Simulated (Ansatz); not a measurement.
C2H4AlN, SMILES `N=[C]1[CH2][AlH]1`, relaxed with RKS PBE0-D4/def2-TZVP in Ansatz 0.2.0 from a PBE-D4/def2-SVP geometry. The force threshold is 0.005 eV/Å; the program also tests the step.

Charge 0, multiplicity 1.

Start:

```xyz
8

N     0.561    1.547   -1.063
C    -0.055    0.686   -0.353
C     0.030   -0.814   -0.170
Al   -0.588    0.152    1.439
H     1.140    1.069   -1.791
H     0.869   -1.401   -0.601
H    -0.954   -1.275   -0.441
H    -1.005    0.036    2.981
```

```json
{"step": "1", "energy (eV)": "-10217.4084", "largest force (eV/Å)": "0.952", "largest move (Å)": "0.000"}
{"step": "2", "energy (eV)": "-10217.4461", "largest force (eV/Å)": "0.330", "largest move (Å)": "0.032"}
{"step": "3", "energy (eV)": "-10217.4527", "largest force (eV/Å)": "0.171", "largest move (Å)": "0.023"}
{"step": "4", "energy (eV)": "-10217.4553", "largest force (eV/Å)": "0.128", "largest move (Å)": "0.032"}
{"step": "5", "energy (eV)": "-10217.4566", "largest force (eV/Å)": "0.099", "largest move (Å)": "0.045"}
{"step": "6", "energy (eV)": "-10217.4577", "largest force (eV/Å)": "0.028", "largest move (Å)": "0.011"}
{"step": "7 (rejected)", "energy (eV)": "-10217.4567", "largest force (eV/Å)": "0.129", "largest move (Å)": "0.032"}
{"step": "8", "energy (eV)": "-10217.4581", "largest force (eV/Å)": "0.024", "largest move (Å)": "0.016"}
{"step": "9", "energy (eV)": "-10217.4582", "largest force (eV/Å)": "0.019", "largest move (Å)": "0.012"}
{"step": "10", "energy (eV)": "-10217.4582", "largest force (eV/Å)": "0.014", "largest move (Å)": "0.005"}
{"step": "11", "energy (eV)": "-10217.4583", "largest force (eV/Å)": "0.005", "largest move (Å)": "0.003"}
{"step": "12", "energy (eV)": "-10217.4583", "largest force (eV/Å)": "0.002", "largest move (Å)": "0.001"}
```

End:

```xyz
8

N     0.560    1.521   -1.049
C    -0.031    0.699   -0.299
C     0.023   -0.816   -0.165
Al   -0.550    0.108    1.442
H     1.076    1.036   -1.796
H     0.868   -1.374   -0.572
H    -0.931   -1.245   -0.512
H    -1.016    0.072    2.951
```

Hardware: 2 threads of an Arm Neoverse V1 on a shared host. Wall time 37 s, peak host memory 0.3 GiB.
